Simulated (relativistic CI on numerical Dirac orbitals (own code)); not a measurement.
Au3+: resonant inelastic scattering at the L2,3 edge

Computed with this model: Dirac-Coulomb-Breit CI, orbitals from a KLI potential per configuration, model QED, Kramers-Heisenberg scattering through one core-hole configuration in a parametric crystal field, unscaled Slater integrals; configurations [Xe] 4f14 5d8 → [He] 2s2 2p5 3s2 3p6 3d10 4s2 4p6 4d10 4f14 5s2 5p6 5d9; 300 K; core-hole width 3 eV; summed over polarisations. Incident energies are the highest absorption maxima for each field (at most a few, so the weaker spin-orbit partner edge can be absent), on the computed scale of the free ion. Intensities are in per cent of the strongest line above 0.02 eV; levels within 1 cm⁻¹ are merged; final levels count from the ground level, the first row holds all elastic scattering, lines under 0.4 are left out and each table stops after 24 rows. The scale of the Slater integrals is a model choice and moves the terms in proportion.

Field parameters in Wybourne normalisation: Td as Oh with Dq negative (B⁴₀ = 21Dq, B⁴₄ = √(5/14) B⁴₀). The field is a parameter set, without covalency.

S is read from ⟨S²⟩ = S(S + 1).

Td, 10Dq = -3100 cm⁻¹:

```
Final level (eV)  Degeneracy  Irrep     S  11916 eV
           0.000           1     A1  0.98     108.5
           0.099           3     T1  0.98     100.0
           0.179           2      E  0.97       8.8
           0.389           3     T2  0.97       3.3
           1.224           3     T2  0.71       7.1
           1.439           2      E  0.65       4.2
           1.624           3     T1  1.00       8.7
           1.761           3     T2  0.93       0.9
           2.516           2      E  0.99       6.6
           2.812           3     T2  1.00       5.8
           3.626           3     T2  0.16       1.2
           3.701           2      E  0.26       9.1
           3.859           3     T1  0.06       7.0
           3.913           1     A1  0.09       2.6
           4.157           3     T2  0.56       1.4
```

Td, 10Dq = -7050 cm⁻¹:

```tsv
Final level (eV)	Degeneracy	Irrep	S	11916.1 eV
0.000	1	A1	0.98	111.5
0.197	3	T1	0.98	100.0
0.376	2	E	0.97	5.8
0.775	3	T2	0.97	0.8
1.292	3	T2	0.73	11.4
1.777	2	E	0.63	2.1
1.931	3	T1	1.00	17.4
2.298	3	T2	0.87	2.9
2.639	2	E	0.98	4.0
3.317	3	T2	0.99	5.8
3.353	1	A1	0.84	0.6
3.744	3	T1	0.99	1.5
3.847	2	E	0.47	10.8
4.266	3	T1	0.07	5.5
4.333	1	A1	0.20	2.3
4.554	3	T2	0.55	1.2
```

Td, 10Dq = -10950 cm⁻¹:

| Final level (eV) | Degeneracy | Irrep | S | 11916.3 eV |
| --- | --- | --- | --- | --- |
| 0.000 | 1 | A1 | 0.98 | 124.7 |
| 0.266 | 3 | T1 | 0.99 | 100.0 |
| 0.532 | 2 | E | 0.96 | 6.8 |
| 0.978 | 3 | T2 | 0.97 | 0.7 |
| 1.459 | 3 | T2 | 0.69 | 16.1 |
| 2.061 | 2 | E | 0.57 | 1.4 |
| 2.279 | 3 | T1 | 1.00 | 27.9 |
| 2.806 | 2 | E | 0.96 | 2.0 |
| 2.823 | 3 | T2 | 0.84 | 4.6 |
| 3.626 | 1 | A1 | 0.77 | 1.1 |
| 3.810 | 3 | T2 | 0.72 | 3.4 |
| 3.895 | 3 | T2 | 0.69 | 2.7 |
| 4.064 | 2 | E | 0.62 | 12.3 |
| 4.117 | 3 | T1 | 0.99 | 3.1 |
| 4.688 | 3 | T1 | 0.07 | 5.0 |
| 4.714 | 1 | A1 | 0.34 | 2.4 |
| 5.040 | 3 | T2 | 0.59 | 0.8 |

For the first field the strongest loss at the lowest incident energy is the level at 0.10 eV (S = 0.98, against 0.98 in the thermal ground state). Levels of other spin, the first over 8 % at 3.70 eV, appear because spin-orbit coupling of the core hole, and in heavier ions of the valence shell too, mixes spins.
